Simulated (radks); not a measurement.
Problem. The table gives one normalised radial function P(r) = r R(r) of Be2+ in [He] (r in bohr). Calculated with a radial shooting solver on a logarithmic mesh with Libxc functionals: non-relativistic Kohn-Sham, r2SCAN, spin-polarised, spherical densities, point nucleus; meta-GGA in the generalised Kohn-Sham scheme.

r	P
0.01259	0.1765
0.01465	0.2038
0.0172	0.2367
0.02002	0.2725
0.0233	0.3131
0.02735	0.3616
0.03184	0.4134
0.03736	0.4746
0.04349	0.5392
0.05063	0.6102
0.05942	0.6916
0.06917	0.7746
0.08053	0.8622
0.0945	0.9577
0.11	1.0491
0.1281	1.1381
0.1503	1.2250
0.175	1.2965
0.2053	1.3541
0.239	1.3867
0.2783	1.3922
0.3266	1.3642
0.3802	1.3029
0.4426	1.2074
0.5194	1.0736
0.6046	0.9217
0.7039	0.7554
0.826	0.5780
0.9616	0.4205
1.128	0.2780
1.314	0.1720
1.529	0.0965

Which n and l does it have? It may be an empty orbital.

Solution. n = 1, l = 0: the number of nodes gives n - l - 1 = 0, the rise at small r (about r^(l+1)) gives l, and the extent must fit the shell. The curve is that of 1s. 1s: eigenvalue -134.52 eV, 0 radial nodes, <r> = 0.416 bohr, 90 % of the charge inside 0.747 bohr.
